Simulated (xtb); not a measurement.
NbF₆, SMILES [F][Nb-]([F])([F])([F])([F])[F], charge -1, multiplicity 1. All values are semi-empirical tight-binding results from xtb (GFN2-xTB unless named), good for trends rather than for accurate numbers. The structure is a stationary point at GFN2-xTB. The multiplicity is an assumed one; other spin states were not compared. The isomer is the one that the SMILES or the coordinates give; other isomers of the formula were not compared.

Optimised geometry:

```xyz
7

Nb     0.0000     0.0000     0.0000
F      0.0000     1.8579     0.0000
F      0.0000    -1.8579     0.0000
F      0.0000     0.0000    -1.8579
F      1.8579     0.0000     0.0000
F     -1.8579     0.0000     0.0000
F      0.0000     0.0000     1.8579
```
Charge -1, spin multiplicity 1.

For metal compounds this method's bond lengths and energies can be far off.

Computed properties:
```json
{
 "point_group_as_xtb_finds_it": "Oh",
 "orbital_gap": "4.71 eV",
 "zero_point_energy": "6.0 kcal/mol",
 "G − E(el) at 298.15 K (modified RRHO)": "-14.0 kcal/mol"
}
```

Problem. Give the atomic charges and the Wiberg bond orders between heavy atoms. (The exact figures need the calculation; the answer reports its results.)

Solution. charges (e) Nb1 0.74, F2 -0.29, F3 -0.29, F4 -0.29, F5 -0.29, F6 -0.29, F7 -0.29. Bond orders Nb1–F2 1.03, Nb1–F3 1.03, Nb1–F4 1.03, Nb1–F5 1.03, Nb1–F6 1.03, Nb1–F7 1.03.
